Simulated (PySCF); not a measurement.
**Diatomic cations of Li with group 13**

MP2 with double-zeta basis sets in PySCF, for the lowest determinant that a PBE0 search found; no spin–orbit coupling. De refers to high-spin ground-configuration atoms (the charge goes to the atom of lower measured ionisation energy or higher electron affinity, which is not always the lowest computed limit).

```
 M                basis  reference, frozen orbitals  charged atom  state (unpaired electrons)  Re (Å)  ωe (cm⁻¹)  De (eV)
 B              cc-pVDZ                      UHF, 1           Li+               doublet (σ ↑)   2.511        326     0.80
Al  cc-pVDZ/cc-pV(D+d)Z                      UHF, 5           Li+               doublet (σ ↑)   3.059        236     1.18
Ga             def2-SVP                      UHF, 9           Li+               doublet (σ ↑)   3.082        189     1.06
In   cc-pVDZ/cc-pVDZ-PP                      UHF, 4           Li+               doublet (σ ↑)   3.202        202     1.29
Tl             def2-SVP                      UHF, 4           Li+               doublet (σ ↑)   3.320        173      n/a
```

By what factor does the bond length vary along the series?

At MP2 it runs from 2.511 Å (LiB⁺) to 3.202 Å (LiIn⁺), a factor of 1.28.

The rows differ in basis set, which adds steps of its own.

Down a group the atoms grow and get heavier, so bonds lengthen and wavenumbers fall; the exceptions here are the higher wavenumber at In.

Correlated steps freeze the inner cores (1 to 9 orbitals); shallow outer-core shells are correlated. Correlated levels converge slowly with the basis: in double zeta they bind strong bonds too weakly, by up to about 1 eV, and carry superposition errors of some tenths. Spin–orbit coupling is left out, which matters for elements this heavy, above all for dissociation energies. For an ion De counts to the pair picked by the measured ionisation energies or electron affinities, which need not be the lowest pair at this level. States were picked by a PBE0 search and need not be the measured ground states.
